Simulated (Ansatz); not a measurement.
`C[SiH](N)[SiH2]N` + `[Br][InH2]` → `[CH3][InH][Br]` + `N[SiH2][SiH2]N`  (formal exchange of groups at a C–Si bond)

Computed with Ansatz on PBE0-D4/def2-TZVP structures; ΔE is electronic, products minus reactants. CBS: MP2 limit from def2 TZ/QZ plus the TZ coupled-cluster correction, frozen cores. DFT in def2-TZVPP. B3LYP here is the variant with VWN-RPA as its local correlation; programs differ in this. def2 core potentials past Kr. For Br, In outer-core shells are correlated without core-valence functions, which leaves a few kJ/mol of doubt a bond. Scalar relativity is left out up to krypton. One conformer a species, not always the lowest.

**Question.** Is it downhill or uphill in electronic energy at CCSD(T)/CBS, and by how much? (Estimate.)

**Answer.** Computed: Uphill: ΔE = +10.0 kJ/mol.

**Question.** What do these levels give: r2SCAN-D4, B3LYP-D4, ωB97M-V, B2PLYP, PBE, MP2/def2-TZVPP, SCS-MP2/def2-TZVPP, CCSD/def2-TZVPP, CCSD(T)/def2-TZVPP, HF/def2-QZVPP, SCS-MP2/def2-QZVPP, MP2/CBS(def2)? (Best estimate.)

**Answer.** Computed: r2SCAN-D4 17.0, B3LYP-D4 15.3, ωB97M-V 17.5, B2PLYP 10.4, PBE 12.9, MP2/def2-TZVPP 7.0, SCS-MP2/def2-TZVPP 7.5, CCSD/def2-TZVPP 11.4, CCSD(T)/def2-TZVPP 10.8, HF/def2-QZVPP 15.4, SCS-MP2/def2-QZVPP 7.2, MP2/CBS(def2) 6.1 kJ/mol.

Largest T1 diagnostic among the species: 0.012.

The D4 term adds +4.0 kJ/mol with B3LYP and +2.3 kJ/mol with PBE0; it sums over pairs of atoms, weighted by their polarisabilities, and B3LYP, whose exchange is more repulsive, gets the larger term. In def2-TZVPP, CCSD(T) changes the Hartree–Fock value by −4.8 kJ/mol (the triples alone add −0.6 kJ/mol) and MP2 by −8.6 kJ/mol.
